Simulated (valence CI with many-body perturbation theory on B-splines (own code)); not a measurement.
Results of a calculation; reference values are marked as such.
## Cl V: what the settings do

Level of theory: relativistic CI+MBPT: three valence electrons over a frozen Dirac-Fock core [Ne], radial functions for each j: 6 s, 6 p, 5 d, 3 f, 1 g, with the one-electron correlation potential Σ1, the two-electron term Σ2, the three-electron term Σ3, Breit, model QED; selected CI, second order for the rest, scaled by the run's own slope (own B-spline code, finite nucleus).

No measured spectrum was set against this ion. As an estimate, levels hold to about 100 cm⁻¹ or 0.05 % of their energy and the worst to 300 or 400 cm⁻¹, as in measured light ions of charge 2 to 7.

The reference run has the lowest level 3s2 3p 2P°_1/2 and an ionisation energy of 67.7241 eV. Its largest variational space holds 4069 state functions.

Names give the largest LS component (configuration and term), which can be under half, so a name can repeat, a term be missing and a line seem to break the LS rules; names also repeat where a configuration has a term twice.

Changed runs:
A. scale of Σ2 1 → 1.2; scale of Σ1 1 → 1.1
B. Davidson tolerance 2e-05 → 0.001
C. QED terms on → off; factor on the speed of light 1 → 100
D. start configuration 3s2 3p1 → 3s3 (bad on purpose)

Excitation energies of the reference run in cm⁻¹, and shifts in cm⁻¹:

```
                 Level  Reference        A  B
        3s2 3p 2P°_3/2       1493     +3.7  0
         3s 3p2 4P_1/2      85384     +188  0
         3s 3p2 4P_3/2      85923     +190  0
         3s 3p2 4P_5/2      86768     +191  0
         3s 3p2 2D_3/2     113214      +90  0
         3s 3p2 2D_5/2     113287      +89  0
         3s 3p2 2S_1/2     146951     -107  0
         3s 3p2 2P_1/2     158191     -398  0
         3s 3p2 2P_3/2     159154     -398  0
         3s2 3d 2D_3/2     186127     -285  0
         3s2 3d 2D_5/2     186155     -284  0
           3p3 2D°_3/2     222371     +160  0
Ionisation energy (eV)    67.7241  +0.0065  0
```

No effect on these energies: B.

Run C ends with another lowest level, 3s2 3p 2P°_3/2, and an ionisation energy of 67.5953 eV.

Run D: It gave no result: a shell was given more electrons than it holds. The program said: "a valence shell holds more than 4l+2 electrons".
